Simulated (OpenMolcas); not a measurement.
# What dynamic correlation does to the levels of Ar VII

| Item | Value |
| --- | --- |
| Program | OpenMolcas |
| Basis | ANO-RCC-VTZP [5s4p2d1f] |
| Scalar Hamiltonian | DKH2, point nucleus |
| Active space | 2 electrons in 4 orbitals (3s 3p) |
| State averaging | 2S+1 = 3 even, 3 roots; 2S+1 = 1 even, 7 roots (6 in the spin-orbit step); 2S+1 = 3 odd, 3 roots; 2S+1 = 1 odd, 3 roots |
| Spin-orbit coupling | RASSI with atomic mean-field integrals over the reference wave functions, term energies averaged over their components |

Methods on the same reference wave functions:
A. CASSCF
B. SS-CASPT2, IPEA 0.25 Eh, imaginary shift 0.1 Eh (closed shells correlated: 2s 2p)
C. XMS-CASPT2, IPEA 0.25 Eh, imaginary shift 0.1 Eh (closed shells correlated: 2s 2p)

Energies in cm⁻¹ above 3s² ¹S₀, the measured ground level; measured values from Saloman, J. Phys. Chem. Ref. Data 39, 033101 (2010).

```tsv
Level	A	B	C	Measured
3s² ¹S₀	0.0	0.0	0.0	0.0
3s 3p ³P°₀	112959	112840	112980	113101
3s 3p ³P°₁	113724	113600	113740	113906
3s 3p ³P°₂	115300	115180	115320	115590
3s 3p ¹P°₁	186980	175210	174330	170722
```

Deviations, from unrounded energies. A percentage is the sum of absolute deviations over the sum of measured energies, with the sign that they share, or ± where signs differ.

```tsv
Against measurement	Levels	A	B	C
mean absolute deviation (cm-1)	4	4200	1400	1000
other configurations (%)	4	±3.3	±1.1	±0.8
```

C lies closest to measurement on these levels and A furthest from it. The largest miss of C in the table is 3s 3p ¹P°₁, by +3600 cm-1. The ranking rests on the paired levels alone, and a cruder setting can come out closer through cancelling errors.

Between B and C the level of the table that moves most is 3s 3p ¹P°₁, by 880 cm-1 (lowest in C, highest in B). Moves below CASPT2's spread within the term are not significant.

The lowest spin-free term lies below A's lowest term by 0.036 hartree in B, 0.038 hartree in C.

Term energies are means over components that CASPT2 splits; among the terms shown or strongly mixed into the levels shown the widest spread is 11 cm-1 (3s 3p ¹P°, C). Over all roots computed the reference weight is 0.94 to 1.00 in B, 0.85 to 1.00 in C; the roots of lowest weight are the least certain, and an intruder state may touch them. Measured partners are found by configuration, term and J. A level has none where our copy of the source lacks it or the pairing is in doubt (some pairs that miss far off the trend of their configuration count as doubtful), and it then counts in no deviation. Levels of configurations outside the active space are missing. Levels that lie high or do not pair safely by name in every column are left out.

° marks odd parity.
